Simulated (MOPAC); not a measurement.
MOPAC input (PM7):

```
PM7 1SCF CHARGE=1 GEO-OK AUX(PRECISION=9) THREADS=1
C3H3

C    -1.20549100 1   -0.27413500 1   -0.01142600 1
C     0.10214600 1    0.02322800 1    0.00096800 1
C     1.29544700 1    0.29459200 1    0.01227800 1
H    -1.60592400 1   -1.04784100 1    0.64194200 1
H    -1.88926300 1    0.25301700 1   -0.67507000 1
H     2.34257800 1    0.53271500 1    0.02220300 1
```

Output:

```
 *******************************************************************************
 **                                                                           **
 **                              MOPAC v23.2.5                                **
 **                                                                           **
 *******************************************************************************
 ** MOPAC's Digital Object Identifier: https://doi.org/10.5281/zenodo.6511958 **
 **                                                                           **
 ** Please cite the open-source release paper for use of this MOPAC version:  **
 ** J. E. Moussa and J. J. P. Stewart (2026)                                  **
 ** MOPAC: An open-source semiempirical molecular orbital program             **
 ** J. Open Source Softw., 11(119), 8025, https://doi.org/10.21105/joss.08025 **
 *******************************************************************************

                              PM7 CALCULATION RESULTS

 *******************************************************************************
 *  PM7        - The PM7 Hamiltonian to be used
 *  GEO-OK     - OVERRIDE INTERATOMIC DISTANCE AND OTHER SAFETY CHECKS
 *
 *
 *
 *                 CHARGE ON SYSTEM = +1
 *
 *
 *
 *  1SCF       - DO 1 SCF AND THEN STOP
 *  AUX        - OUTPUT AUXILIARY INFORMATION
 *******************************************************************************
PM7 1SCF CHARGE=1 GEO-OK AUX(PRECISION=9) THREADS=1
 C3H3

   ATOM   CHEMICAL          X               Y               Z
  NUMBER   SYMBOL      (ANGSTROMS)     (ANGSTROMS)     (ANGSTROMS)

     1       C         -1.20549100  *  -0.27413500  *  -0.01142600  *
     2       C          0.10214600  *   0.02322800  *   0.00096800  *
     3       C          1.29544700  *   0.29459200  *   0.01227800  *
     4       H         -1.60592400  *  -1.04784100  *   0.64194200  *
     5       H         -1.88926300  *   0.25301700  *  -0.67507000  *
     6       H          2.34257800  *   0.53271500  *   0.02220300  *

          CARTESIAN COORDINATES

    NO.       ATOM           X           Y           Z

     1         C         -1.2055     -0.2741     -0.0114
     2         C          0.1021      0.0232      0.0010
     3         C          1.2954      0.2946      0.0123
     4         H         -1.6059     -1.0478      0.6419
     5         H         -1.8893      0.2530     -0.6751
     6         H          2.3426      0.5327      0.0222

 General Reference for PM7:
 "Optimization of Parameters for Semiempirical Methods VI: More Modifications to the
 NDDO Approximations and Re-optimization of Parameters", J. J. P. Stewart, J. Mol. Mod., 1:32, 19 (2013)
 https://link.springer.com/article/10.1007/s00894-012-1667-x

           Empirical Formula: C3 H3  =     6 atoms

      MOLECULAR POINT GROUP   :   C2v

      RHF CALCULATION, NO. OF DOUBLY OCCUPIED LEVELS = 7

 -------------------------------------------------------------------------------
 PM7 1SCF CHARGE=1 GEO-OK AUX(PRECISION=9) THREADS=1
 C3H3

     1SCF WAS SPECIFIED, SO BFGS WAS NOT USED
     SCF FIELD WAS ACHIEVED

                              PM7 CALCULATION
                                                       MOPAC v23.2.5 Linux

          FINAL HEAT OF FORMATION =        280.28440 KCAL/MOL =    1172.70994 KJ/MOL

          COSMO AREA              =         85.13 SQUARE ANGSTROMS
          COSMO VOLUME            =         66.74 CUBIC ANGSTROMS

          IONIZATION POTENTIAL    =         17.533937 EV
          HOMO LUMO ENERGIES (EV) =        -17.534 -8.306
          NO. OF FILLED LEVELS    =          7
          MOLECULAR WEIGHT        =         39.0567         POINT GROUP:  C2v

          MOLECULAR DIMENSIONS (Angstroms)

            Atom       Atom       Distance
            H     6    H     4     4.29801
            H     5    H     4     1.82773
            C     2    C     3     0.00000

          SCF CALCULATIONS        =          1

   ATOM   CHEMICAL          X               Y               Z
  NUMBER   SYMBOL      (ANGSTROMS)     (ANGSTROMS)     (ANGSTROMS)

     1       C         -1.20549100  *  -0.27413500  *  -0.01142600  *
     2       C          0.10214600  *   0.02322800  *   0.00096800  *
     3       C          1.29544700  *   0.29459200  *   0.01227800  *
     4       H         -1.60592400  *  -1.04784100  *   0.64194200  *
     5       H         -1.88926300  *   0.25301700  *  -0.67507000  *
     6       H          2.34257800  *   0.53271500  *   0.02220300  *

                             CARTESIAN COORDINATES

   1    C       -1.205491000    -0.274135000    -0.011426000
   2    C        0.102146000     0.023228000     0.000968000
   3    C        1.295447000     0.294592000     0.012278000
   4    H       -1.605924000    -1.047841000     0.641942000
   5    H       -1.889263000     0.253017000    -0.675070000
   6    H        2.342578000     0.532715000     0.022203000

           Empirical Formula: C3 H3  =     6 atoms

      MOLECULAR POINT GROUP   :   C2v

                  EIGENVALUES
 -34.57715 -31.75436 -24.82926 -22.20257 -22.04036 -18.93831 -17.53394  -8.30570
  -5.30771  -4.53728  -2.20820  -1.50739  -1.26466  -0.94444  -0.00275

              NET ATOMIC CHARGES AND DIPOLE CONTRIBUTIONS

  ATOM NO.   TYPE          CHARGE      No. of ELECS.   s-Pop       p-Pop
    1          C           0.321964        3.6780     1.17117     2.50687
    2          C          -0.315240        4.3152     1.07021     3.24503
    3          C           0.335286        3.6647     1.21058     2.45414
    4          H           0.202395        0.7976     0.79760
    5          H           0.202395        0.7976     0.79760
    6          H           0.253199        0.7468     0.74680
 DIPOLE           X         Y         Z       TOTAL
 POINT-CHG.    -0.622    -0.142    -0.006     0.638
 HYBRID         0.031     0.007     0.000     0.032
 SUM           -0.591    -0.134    -0.006     0.606

          ATOMIC ORBITAL ELECTRON POPULATIONS

     Atom    s        px        py        pz
    1  C   1.17117   0.98444   0.77218   0.75025
    2  C   1.07021   1.00885   1.11474   1.12144
    3  C   1.21058   1.01106   0.73205   0.71103
    4  H   0.79760
    5  H   0.79760
    6  H   0.74680

 **********************
 *                    *
 * JOB ENDED NORMALLY *
 *                    *
 **********************

 == MOPAC DONE ==
```

The dipole moment of an ion depends on the origin.

The geometry given is a B3LYP-D3(BJ)/def2-TZVP minimum.
